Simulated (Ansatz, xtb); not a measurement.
## C3H7BO2: 3 structures ranked

3 gas-phase structures of C3H7BO2, from a drawn sample of its isomers (lower ones may exist). Each was relaxed with GFN2-xTB; where two conformers were screened, the lower at r2SCAN-D4/def2-SVP is listed:

A. `B[C@@H]1OC[C@@H]1O`, a singlet
B. `B[C@@H]1OC[C@H]1O`, a singlet
C. `BC1(O)COC1`, a singlet

Task: Make a reasoned guess at their ranking by r2SCAN-D4/def2-SVP single-point energy.

Result: Calculated order at r2SCAN-D4/def2-SVP: A (0.0), B (0.2), C (0.5) kcal/mol. Less than 1 kcal/mol parts A and B; B and C, so the order within those pairs means little.

Energies above the lowest of each column, in kcal/mol; the last columns are at B3LYP-D3(BJ)/def2-SVP geometries:

```json
{"structure": "A", "GFN2-xTB": "0.9", "HF/STO-3G": "0.0", "r2SCAN-D4/def2-SVP": "0.0", "B3LYP-D3(BJ)/def2-SVP": "0.0", "CCSD(T)/def2-SVP + ΔMP2/def2-TZVPP": "0.0"}
{"structure": "B", "GFN2-xTB": "0.0", "HF/STO-3G": "0.8", "r2SCAN-D4/def2-SVP": "0.2", "B3LYP-D3(BJ)/def2-SVP": "0.7", "CCSD(T)/def2-SVP + ΔMP2/def2-TZVPP": "0.0"}
{"structure": "C", "GFN2-xTB": "0.8", "HF/STO-3G": "3.3", "r2SCAN-D4/def2-SVP": "0.5", "B3LYP-D3(BJ)/def2-SVP": "0.8", "CCSD(T)/def2-SVP + ΔMP2/def2-TZVPP": "0.0"}
```

CCSD(T)/def2-SVP + ΔMP2/def2-TZVPP has A and B and C within 1 kcal/mol of each other at the bottom, and every level picks one of them. CCSD(T)/def2-SVP + ΔMP2/def2-TZVPP orders those it was run on as C (0.0), A (0.0), B (0.0) kcal/mol. Less than 1 kcal/mol parts C and A; A and B, so the order within those pairs means little. Flexible structures stand in one conformer each, not always the lowest. ΔMP2 is the change of the MP2 energy from the smaller to the larger basis.

Programs: Ansatz 0.2.0, xtb 6.7.1.
